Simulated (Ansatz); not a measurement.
Relaxation of ClH5O3Sn (10 atoms, charge 0, multiplicity 1), to a largest force component of 0.03 eV/Å in at most 50 steps.

All numbers below come from RKS PBE0-D4/def2-SVP in Ansatz.

```xyz
10
Properties=species:S:1:pos:R:3:forces:R:3
Sn 0.094 0.510 -0.391 0.06 0.18 -0.01
O 0.017 -0.519 2.600 0.38 0.70 -0.01
H -0.762 -0.215 3.081 -0.04 -0.06 0.04
Cl 1.925 -0.118 -1.713 0.02 -0.02 0.00
O -1.058 1.698 -1.452 -0.01 0.06 0.02
H -1.609 1.216 -2.083 0.04 -0.03 0.04
O -0.970 -1.091 0.000 0.05 0.01 0.02
H -0.715 -1.336 0.905 -0.04 -0.05 0.04
H 0.693 1.408 0.963 -0.10 0.00 -0.39
H 0.527 0.310 2.463 -0.38 -0.80 0.24
```

Question: Where does it end, and by what steps?

Answer: It converged. After 28 steps the energy has fallen by 0.375 eV; Cl4 moved furthest, 1.40 Å.

```
step  energy less start (eV)  largest force component (eV/Å)  accepted
   0                  0.0000                           0.804       yes
   1                 -0.0611                           0.568       yes
   2                 -0.0620                           1.211       yes
   3                 -0.0880                           0.950       yes
   4                 -0.1176                           0.336       yes
   5                 -0.1319                           0.302       yes
   6                 -0.1436                           0.156       yes
   7                 -0.1477                           0.150       yes
   8                 -0.1248                           1.500        no
   9                 -0.1583                           0.078       yes
  10                 -0.1642                           0.467       yes
  11                 -0.1677                           0.820       yes
  12                 -0.1906                           0.270       yes
  13                 -0.2082                           0.249       yes
  14                 -0.2101                           0.533       yes
  15                 -0.2357                           0.445       yes
  16                 -0.2502                           0.627       yes
  17                 -0.2673                           0.866       yes
  18                 -0.2910                           1.110       yes
  19                 -0.3110                           1.284       yes
  20                 -0.3403                           0.625       yes
  21                 -0.3556                           0.615       yes
  22                 -0.3662                           0.192       yes
  23                 -0.3597                           0.816        no
  24                 -0.3703                           0.142       yes
  25                 -0.3690                           0.083        no
  26                 -0.3745                           0.118       yes
  27                 -0.3745                           0.098       yes
  28                 -0.3749                           0.025       yes
```

```xyz
10
Properties=species:S:1:pos:R:3
Sn -0.303 0.792 -0.142
O 0.200 -0.509 2.281
H 0.457 -0.072 3.101
Cl 1.814 -0.295 -0.324
O -0.727 1.437 -1.952
H -1.006 0.716 -2.530
O -1.672 -0.581 0.178
H -1.477 -0.969 1.044
H -0.170 2.177 0.829
H 1.027 -0.834 1.889
```

Whether the end is a true minimum wasn't checked by a vibrational analysis.

The run took 54 s on 4 threads of Arm Neoverse V2, on a shared host, peak memory 0.27 GiB.
